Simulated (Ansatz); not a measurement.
Reaction (hydrogen abstraction from the O–H bond): `O[SiH](Cl)Cl` + `[OH]`• → `[O][SiH](Cl)Cl`• + H₂O

Program: Ansatz. Geometries: PBE0-D4/def2-TZVP. ΔE: electronic, gas phase. CCSD(T)/CBS adds triple-zeta CCSD(T) − MP2 to the extrapolated MP2 energy (def2 sets, frozen cores). This one scheme is used for every species. Functionals use def2-TZVPP. No spin–orbit coupling; open shells (•) take unrestricted orbitals. Each species was taken in one conformer, which may not be the lowest.

CCSD(T)/CBS gives +21.6 kJ/mol.

(1) Another level gave +14.6 kJ/mol. Which?
A. CCSD/def2-TZVPP
B. revPBE-D4/def2-TZVPP
C. r2SCAN/def2-TZVPP
D. MP2/def2-TZVPP

Largest T1 diagnostic among the species: 0.014.

## Answers

(1) C. r2SCAN 14.6, revPBE-D4 6.7, CCSD/def2-TZVPP 24.1, MP2/def2-TZVPP 29.7 kJ/mol.

Leaving LDA and LC-ωPBE aside and taking each functional with its dispersion term where it has one, the values, not all of them listed here, spread over 21.6 kJ/mol, from PBE-D4 to PBE-QIDH. LDA lies −7.2 kJ/mol from PBE without D4. From BLYP to BHLYP (50 % exact exchange), in def2-TZVPP and without D4, ΔE moves by +21.4 kJ/mol. At CCSD(T), def2-SVP lies +6.8 kJ/mol from the extrapolated value and def2-TZVPP +1.5 kJ/mol.
